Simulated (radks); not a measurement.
The numbers below are computed, except where a source is named.
Problem. Pd I, configuration [Kr] 4d8.75 5p1.25 (fractional occupations, a model configuration). Code: a radial shooting solver on a logarithmic mesh with Libxc functionals. Model: scalar-relativistic Kohn-Sham, PBE, spin-unpolarised, spherical densities, finite nucleus; Fermi nuclear charge, rms radius 4.5318 fm. Some entries of the table are withheld. Estimate them.

orbital,occ.,eigenvalue (Ry),<1/r> (bohr^-1),<r^2> (bohr^2)
1s,2,-1776.598,48.23,(1)
2s,2,-259.8084,10.94,0.02256
2p,6,-232.9856,10.58,0.01777
3s,2,-47.24219,3.827,(2)
3p,6,-38.42454,3.645,0.1666
3d,10,-24.41917,3.419,0.1526
4s,2,-6.75493,(3),1.011
4p,6,-4.23659,1.305,1.237
4d,8.75,-0.70647,0.9344,2.612
5p,1.25,(4),0.2802,24.69

Solution. 
(1) 1s <r^2> (bohr^2): 0.001371
(2) 3s <r^2> (bohr^2): 0.1646
(3) 4s <1/r> (bohr^-1): 1.457
(4) 5p eigenvalue (Ry): -0.14501
